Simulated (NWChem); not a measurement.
Species: ZrH$_{3}$I; SMILES [ZrH3][I]

Program: NWChem. All runs use the structure optimised with PBE0/def2-SVP. def2 effective core potentials on Zr, I; no spin-orbit coupling. Vertical excitations in the gas phase.

What does the run give for PBE/def2-SVPD, full TDDFT? Quantities: lowest excitation, singlet (eV); orbital gap (eV).

The lowest excitation, singlet (eV) is 3.58 and the orbital gap (eV) is 3.58.
